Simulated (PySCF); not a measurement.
Compound: C5H6NS (charge -1).
Structure used (GFN2-xTB), in Å, numbered top down from 1:
```xyz
13
C5H6NS angstrom
N      2.3303    1.3808   -0.7314
C      1.8160    0.4573   -0.2767
C      1.1471   -0.6732    0.2814
C     -0.3916   -0.5696    0.2807
S     -1.1384   -2.0084    0.9860
C     -1.0338    0.1502   -0.8731
C     -0.9908    0.7946    0.4874
H      1.4747   -0.8109    1.3177
H      1.4238   -1.5706   -0.2828
H     -1.9873   -0.2179   -1.2250
H     -0.4056    0.5662   -1.6526
H     -0.3333    1.6455    0.6265
H     -1.9155    0.8565    1.0442
```

Computed geometry: GFN2-xTB, gas phase.

Take the most abundant isotopes and a rigid rotor. The values belong to one conformer with, in the numbering `[N:1]#[C:2][CH2:3][C:4]1([S-:5])[CH2:6][CH2:7]1`, C2–C3–C4–S5 180°.

Problem. What are A, B and C (MHz)?

Solution. Ia = 109.23, Ib = 347.48, Ic = 413.55 u·Å²; 505379 MHz·u·Å²/I gives A = 4627, B = 1454, C = 1222 MHz.

Problem. What kind of rotor is it?

Solution. An asymmetric top: κ = (2 × 1454 − 4627 − 1222)/(4627 − 1222) = -0.86.

Problem. Is it planar, by Δ = Ic − Ia − Ib?

Solution. Not planar: Δ = Ic − Ia − Ib = -43.16 u·Å². For a rigid frame Δ = −2 Σ m c², so Σ m c² = 21.58 u·Å² lies off the ab plane: 7.97 from hydrogen and 13.61 from heavier atoms. The atom farthest from that plane is 1.26 Å away.

Problem. Give the other two planar moments, Paa and Pbb, and the rms extents of the mass along the axes.

Solution. Paa = Σ m a² = (Ib + Ic − Ia)/2 = 325.90 and Pbb = Σ m b² = (Ia + Ic − Ib)/2 = 87.65 u·Å². With the mass M = 112.02 u, the rms extents √(P/M) along a, b and c are 1.71, 0.88, 0.44 Å.

No frequency check. Constants of a rigid frame at the computed geometry: no zero-point averaging, no centrifugal distortion.
